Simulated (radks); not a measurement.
Q: These are the eigenvalues of the occupied orbitals of an atom or ion with whole-number occupations (hartree). Method: scalar-relativistic Kohn-Sham, PBE, spin-unpolarised, spherical densities, point nucleus; computed with a radial shooting solver on a logarithmic mesh with Libxc functionals.

1s: -57.80067
2s: -11.37906

Which element is it, and in what charge state? The configuration may be excited.

A: Z = 12, magnesium, charge +8: Mg8+ in [He] 2s2. The 1s level, -57.801 hartree, gives Z - s = 10.8 by -(Z - s)^2/2, which with screening and relativity narrows Z to a few neighbours, and the depths must fix Z and the occupations together.
